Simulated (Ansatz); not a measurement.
A nudged elastic band was laid between two geometries of Cl2GaH3O (7 atoms, charge 0, multiplicity 1).

Level of theory: RKS PBE/def2-SVP (Ansatz 0.2.0).

```yaml
movable_images: 5
climbing_image: yes
spring: 5.0 eV/Å²
optimiser: quadratic models (default)
start_path: through a guess of the saddle point
force_threshold: 0.03 eV/Å
iteration_limit: 60
end_points: relaxed
```

Initial state:

```xyz
7
Properties=species:S:1:pos:R:3
Ga 0.063 -0.332 0.229
H 0.167 -1.295 1.453
O 1.207 -0.102 -1.139
H 2.086 -0.478 -0.948
Cl -1.913 0.478 -0.360
Cl 0.267 2.124 1.533
H -0.865 2.020 0.846
```

Final state:

```xyz
7
Properties=species:S:1:pos:R:3
Ga 0.088 0.877 -0.308
H -0.389 -0.657 1.942
O 1.618 0.052 -0.727
H 1.450 -0.737 -1.278
Cl -1.801 0.157 -1.051
Cl 0.210 2.697 0.817
H -0.165 0.026 2.219
```

Which bonds break or form, and what moves?

Bonds broken: Ga1–H2, Cl6–H7. Bonds formed: Ga1–Cl6, H2–H7. Cl2GaH3O becomes Cl2GaHO + H2.

Give the energies along the band, and the barrier.

The forces met the threshold. The highest image is number 3 of 0 to 6, 0.58 eV above the first end and 1.16 eV above the last; the last end lies 0.58 eV below the first. The profile has 2 maxima (images 3, 5) with wells between them (image 4): this band takes more than one step, which may be the mechanism or a detour left from its start path. A vibrational analysis at the climbing image gives one clearly imaginary mode, 729i cm⁻¹: a first-order saddle point. The orbitals stay closed-shell, which can raise the energy where a bond breaks towards radicals; this wasn't checked here.

| image | path coordinate (Å) | energy (eV) | Ga1–H2 (Å) | Cl6–H7 (Å) | Ga1–Cl6 (Å) |
| --- | --- | --- | --- | --- | --- |
| 0 | 0.00 | 0.00 | 1.56 | 1.33 | 2.79 |
| 1 | 1.16 | 0.14 | 1.57 | 1.30 | 2.89 |
| 2 | 2.31 | 0.18 | 1.57 | 1.30 | 2.87 |
| 3 | 3.47 | 0.58 | 1.71 | 1.54 | 2.49 |
| 4 | 4.49 | -0.52 | 2.39 | 2.55 | 2.17 |
| 5 | 5.52 | -0.42 | 2.72 | 3.08 | 2.15 |
| 6 | 6.54 | -0.58 | 2.76 | 3.04 | 2.14 |

What is the geometry of the highest image?


```xyz
7
Properties=species:S:1:pos:R:3
Ga -0.192 0.144 -0.106
H -0.181 -0.355 1.531
O 1.196 -0.299 -1.149
H 2.050 -0.210 -0.687
Cl -2.167 0.216 -0.940
Cl 0.282 2.182 1.243
H 0.024 0.738 1.722
```

The band took 20 iterations and of the order of 5 core-minutes.

The run took 2.7 min on 2 threads of Arm Neoverse V2, with other jobs on the host, peak memory 0.14 GiB.
